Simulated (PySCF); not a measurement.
PySCF job for VF₄, SMILES [F][V]([F])([F])[F] (connectivity only; charge and spin as stated), neutral, multiplicity 2, IEF-PCM-PBE0/def2-SVP. Geometry: B3LYP-D3(BJ)/def2-SVP. The multiplicity is an assumed one; other spin states were not compared. The isomer is the one that the SMILES or the coordinates give; other isomers of the formula were not compared.

```python
import numpy as np
from pyscf import gto, scf, dft
from pyscf.solvent import pcm

mol = gto.M(
    atom='''
    V     0.00000000    0.00000000   -0.00000000
    F     1.02910553    1.02910554    0.90190083
    F    -1.02910553   -1.02910552    0.90190085
    F     1.02910553   -1.02910554   -0.90190083
    F    -1.02910553    1.02910552   -0.90190085
    ''',
    basis='def2-SVP',
    charge=0,
    spin=1,
    max_memory=1600,
    verbose=3,
)
mf = dft.UKS(mol, xc='pbe0').density_fit(auxbasis='def2-universal-jkfit')
mf.grids.level = 3
mf.conv_tol = 1e-9
mf.max_cycle = 100
mf.kernel()
fine, coarse = mf.grids, dft.Grids(mol).set(level=1).build(with_non0tab=True)
for _ in range(3):  # follow internal instabilities
    mf.grids = coarse
    mo, _, stable, _ = mf.stability(return_status=True, nroots=4)
    mf.grids = fine
    if stable:
        break
    mf.kernel(mf.make_rdm1(mo, mf.mo_occ))
res = {}
for name, eps in {'water': 78.355, 'acetone': 20.493, '2-propanol': 19.264}.items():
    s = mf.PCM()
    s.with_solvent.method, s.with_solvent.eps, s.with_solvent.lebedev_order = 'IEF-PCM', eps, 29
    s.kernel(mf.make_rdm1())
    res[name] = (s.e_tot, eps, s.dip_moment(), s.mo_energy, s.converged)
    print(f'{name}: electrostatic solvation free energy {(s.e_tot - mf.e_tot) * 627.509474:.3f} kcal/mol')
```

Log of the run:

```

WARN: HOMO -0.240533752063906 >= LUMO -0.240533752063903

converged SCF energy = -1342.54560985214  <S^2> = 0.75414089  2S+1 = 2.0041366
<class 'pyscf.df.df_jk.DFUKS'> wavefunction is stable in the internal stability analysis

WARN: PCM is an experimental feature. It is still in testing.
Features and APIs may be changed in the future.

converged SCF energy = -1342.55038365368  <S^2> = 0.75411059  2S+1 = 2.0041064
Dipole moment(X, Y, Z, Debye):  0.00004,  0.00000, -0.00000
water: electrostatic solvation free energy -2.996 kcal/mol

WARN: PCM is an experimental feature. It is still in testing.
Features and APIs may be changed in the future.

converged SCF energy = -1342.55010249279  <S^2> = 0.75411238  2S+1 = 2.0041082
Dipole moment(X, Y, Z, Debye):  0.00004,  0.00000,  0.00000
acetone: electrostatic solvation free energy -2.819 kcal/mol

WARN: PCM is an experimental feature. It is still in testing.
Features and APIs may be changed in the future.

converged SCF energy = -1342.55007880756  <S^2> = 0.75411253  2S+1 = 2.0041083
Dipole moment(X, Y, Z, Debye):  0.00004, -0.00000,  0.00000
2-propanol: electrostatic solvation free energy -2.804 kcal/mol
```

The calculation finished and met its thresholds.

Cost: roughly 70 core-seconds.
